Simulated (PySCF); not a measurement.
**Ga²⁺ (gallium, charge +2) across methods**

[Ar] 3d10 4d1, 2D determinant (an excited configuration). All numbers are calculated (PySCF 2.14, the spin-free X2C one-electron Hamiltonian (Gaussian nucleus), in aug-cc-pVTZ-DK).

| method | E (hartree) | mean ε 3d α (eV) | mean ε 3d β (eV) | mean ε 4d α (eV) | Σ⟨r²⟩ (bohr²) | ⟨S²⟩ |
| --- | --- | --- | --- | --- | --- | --- |
| TPSS | -1942.197 | -44.304 | -44.262 | -11.310 | 28.45 | 0.750 |
| LDA | -1939.008 | -44.810 | -44.758 | -11.135 | 28.31 | 0.750 |
| r2SCAN | -1942.170 | -44.829 | -44.783 | -11.264 | 28.30 | 0.750 |
| PBE0 | -1941.954 | -47.848 | -47.787 | -11.767 | 28.59 | 0.750 |
| UHF | -1940.65665 | -57.083 | -56.989 | -12.615 | 29.96 | 0.750 |
| revPBE | -1942.104 | -44.323 | -44.281 | -11.433 | 28.39 | 0.750 |
| PBE | -1941.924 | -44.440 | -44.391 | -11.373 | 28.33 | 0.750 |
| CAM-B3LYP | -1942.311 | -49.338 | -49.283 | -12.506 | 28.45 | 0.750 |

Task: Estimate the same row for B3LYP.

Result: E (hartree) = -1942.242; mean ε 3d α (eV) = -47.302; mean ε 3d β (eV) = -47.250; mean ε 4d α (eV) = -11.736; Σ⟨r²⟩ (bohr²) = 28.34; ⟨S²⟩ = 0.750.

The outer electron is Rydberg-like, and this basis confines it to a smaller radius and binds it less than a complete one would.
